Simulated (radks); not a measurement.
Results of a calculation; reference values are marked as such.
Numerical settings for the gallium ion Ga3+, [Ar] 3d10. Level of theory: scalar-relativistic Kohn-Sham, SCAN, spin-polarised, spherical densities, finite nucleus; meta-GGA in the generalised Kohn-Sham scheme; Fermi nuclear charge, rms radius 3.9973 fm (a radial shooting solver on a logarithmic mesh with Libxc functionals). The defaults (mesh step 0.008 in ln r, mesh end at 40 bohr or more with all orbitals vanishing there, Anderson mixing 0.5 over 9 steps, residual threshold near 1e-9 with the energy settled to 1e-9 hartree or 1e-11 of itself, here a cap of 78 iterations) give E = -1942.299 hartree and 3d at -52.855 eV in 14 iterations. Times are rough (one thread of a shared host). Changes against that run (0 stands for a change within the tolerance of the run):

| setting | iterations | converged | E (mhartree) | e(3d) (meV) | CPU (s) |
|---|---|---|---|---|---|
| mesh step in ln r 0.12 | 2 | no | diverged | - | 0.01 |
| mesh step in ln r 0.005 | 16 | yes | -0.124 | -0.0211 | 0.25 |
| mesh step in ln r 0.08 | 78 | no | -2.18e+03 | -5.07e+04 | 0.18 |
| mesh end (bohr) 1 | 12 | level above zero | +4.39e+04 | +1.73e+05 | 0.1 |
| mesh end (bohr) 12 | 14 | yes | -0.693 | +0.0116 | 0.14 |
| residual threshold 0.01 | 12 | yes | 0 | -0.00634 | 0.13 |
| residual threshold 1e-13 | 78 | no | 0 | -0.00379 | 0.44 |
| mixing 1.5 | 18 | yes | 0 | -0.00458 | 0.18 |
| linear mixing, mixing 0.2 | 65 | yes | 0 | -0.0107 | 0.55 |
| linear mixing, mixing 0.5 | 23 | yes | 0 | -0.00521 | 0.21 |
| mixing history 3 | 17 | yes | 0 | -0.0215 | 0.17 |
| iteration cap 2 | 2 | no | +2.55e+03 | -6.12e+04 | 0.03 |

Settled on a wrong energy, with an occupied level pushed above zero by the early mesh end: mesh end (bohr) 1 (+43.9 hartree). Apart from these: no run marked as converged misses the energy by more than 1 mhartree. A mesh that ends early acts as a hard wall.
